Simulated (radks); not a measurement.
Values are calculated unless marked as measured or tabulated.
Task: Coulomb parameter of the 4f shell of neutral gadolinium in the model configuration [Xe] 4f5.5 5d1 6s2 6p1.5, as a second difference U = [E(n + 0.25) + E(n - 0.25) - 2 E(n)] / (0.25)^2 with all orbitals relaxed. "Bare": the charge of the atom changes with n. "Screened": the 6p shell takes up the change at fixed total charge, which measures U(4f,4f) + U(6p,6p) - 2 U(4f,6p). Level of theory: scalar-relativistic Kohn-Sham, PBE, spin-unpolarised, spherical densities, finite nucleus; Fermi nuclear charge, rms radius 5.1569 fm (a radial shooting solver on a logarithmic mesh with Libxc functionals). Estimate both.

Result: U(bare) = 16.443 eV, U(screened by 6p) = 10.410 eV, against the Slater integral F0(4f,4f) = 31.794 eV with frozen orbitals. The step up makes a negative ion, whose loosely bound charge lowers the bare value.
